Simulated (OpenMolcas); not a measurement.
Computed transition rates of As

| Quantity | Value |
| --- | --- |
| Program | OpenMolcas 26.06 |
| Method | SS-CASPT2, IPEA 0.25 Eh, imaginary shift 0.1 Eh (closed shells correlated: 3d) |
| Basis | ANO-RCC [9s8p6d4f2g] |
| Scalar Hamiltonian | DKH2, point nucleus |
| Active space | 5 electrons in 8 orbitals (4s 4p 5s 5p) |
| State averaging | 2S+1 = 4 odd, 1 root; 2S+1 = 2 odd, 8 roots; 2S+1 = 4 even, 3 roots; 2S+1 = 2 even, 9 roots |
| Spin-orbit coupling | state interaction with AMFI integrals over the reference wave functions, term energies averaged over their components |

Rates come from the transition moments of the reference wave functions (E1 and E2 in the length form). At fixed line strength A goes as λ^-3 for E1 and M1 and as λ^-5 for E2, so a rate at the computed wavelength can be rescaled to the measured one. Measured vacuum wavelengths follow from level energies in NIST Handbook of Basic Atomic Spectroscopic Data. Branching counts decays inside the model space alone, at computed energies, and the table is only a selection of the E2 and M1 lines, drawn from those between levels with measured partners whose computed energy lies within a factor of 1.5 of the measured one.

```
          Upper            Lower  Type  λ computed (nm)  λ measured (nm)  A computed (s-1)  A rescaled (s-1)  Branching %
4s² 4p³ ²P°_3/2  4s² 4p³ ⁴S°_3/2    M1              524            536.3          1.08e+00                           56.8
4s² 4p³ ²P°_1/2  4s² 4p³ ⁴S°_3/2    M1            532.3            549.9          4.61e-01                           52.2
4s² 4p³ ²P°_3/2  4s² 4p³ ²D°_3/2    M1             1272             1241          4.03e-01                           21.1
4s² 4p³ ²P°_1/2  4s² 4p³ ²D°_3/2    M1             1322             1317          2.25e-01                           25.5
4s² 4p³ ²P°_3/2  4s² 4p³ ²D°_5/2    M1             1317             1293          2.07e-01                           10.9
4s² 4p³ ²P°_3/2  4s² 4p³ ²D°_5/2    E2             1317             1293          1.47e-01          1.61e-01          7.7
4s² 4p³ ²P°_1/2  4s² 4p³ ²D°_3/2    E2             1322             1317          1.25e-01          1.27e-01         14.2
4s² 4p³ ²P°_1/2  4s² 4p³ ²D°_5/2    E2             1370             1375          7.09e-02          6.96e-02          8.0
4s² 4p³ ²P°_3/2  4s² 4p³ ²D°_3/2    E2             1272             1241          6.68e-02          7.56e-02          3.5
4s² 4p³ ²D°_3/2  4s² 4p³ ⁴S°_3/2    M1            891.1              944          3.45e-02                           95.1
4s² 4p³ ²D°_5/2  4s² 4p³ ⁴S°_3/2    E2            870.5            916.2          3.06e-03                           74.6
4s² 4p³ ²D°_3/2  4s² 4p³ ⁴S°_3/2    E2            891.1              944          1.76e-03                            4.9
4s² 4p³ ²D°_5/2  4s² 4p³ ⁴S°_3/2    M1            870.5            916.2          8.44e-04                           20.6
4s² 4p³ ²D°_5/2  4s² 4p³ ²D°_3/2    M1            37520            31040          1.99e-04          3.51e-04          4.9
```

Spin-changing lines and M1 lines between different terms are not rescaled, since their strength hangs on the term gaps too.

The largest correction is for 4s² 4p³ ²D°_5/2 → 4s² 4p³ ²D°_3/2 (M1): 1.99e-04 × (37520 / 31040)^3 = 3.51e-04 s-1, a factor of 1.77.

No measured rate stands beside these. Rescaling mends the energy factor alone: line strengths can still be far off where a level mixes with configurations outside the active space, and weak or spin-changing lines hang on small mixing coefficients that depend on the term gaps too, so rescaling need not improve them.

Term energies are means over components that CASPT2 splits; among the terms shown or strongly mixed into the levels shown the widest spread is 100 cm-1 (4s² 4p³ ²D°). The run also gave levels led by 4s² 4p² 5s, which use shells meant for correlation; these and all levels above them are left out. Measured partners are found by configuration, term and J. A level has none where our copy of the source lacks it or the pairing is in doubt (some pairs that miss far off the trend of their configuration count as doubtful). Levels of configurations outside the active space are missing.

° marks odd parity.
